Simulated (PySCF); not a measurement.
Ta³³⁺: ionisation energy

Ta³³⁺ [Kr] 4d4 [4d3/2^4, M_J = 0] → Ta³⁴⁺ [Kr] 4d3 [4d3/2^3, M_J = 3/2], as a difference of total energies. Computed with PySCF 2.14 in an even-tempered Gaussian basis (17 s from 3.3 bohr⁻², ratio 2.8; 14 p from 4.3 bohr⁻², ratio 2.8; 9 d from 4.3 bohr⁻², ratio 2.8; 3 f from 17 bohr⁻², ratio 3), with the two-component X2C-1e Hamiltonian. Correlated levels: [Ar] 3d10 frozen; the 92 highest virtual spinors dropped. "Screened" scales the spin-orbit matrix elements by Boettger's factors to mimic the two-electron term; Breit and QED terms are absent.

```json
{"method": "GHF (spin-free)", "ionisation energy (eV)": "1375.7"}
{"method": "GMP2 (spin-free)", "ionisation energy (eV)": "1375.8"}
{"method": "GHF (screened spin-orbit)", "ionisation energy (eV)": "1382.1"}
{"method": "GMP2 (screened spin-orbit)", "ionisation energy (eV)": "1382.7"}
```

Breit and QED terms and the two-electron picture change are absent.

The spin-free rows relax to the high-spin LS determinant and lack the spin-orbit shift.

The labels give the starting determinants; with spin-orbit coupling the two ends relaxed to ⟨J²⟩ = 0.00, ⟨L²⟩ = 2.48, ⟨S²⟩ = 2.48 and ⟨J²⟩ = 3.80, ⟨L²⟩ = 8.02, ⟨S²⟩ = 2.19.

For comparison: 1382 ± 5 eV (theoretical estimate listed by NIST; NIST Atomic Spectra Database, ionization energies).
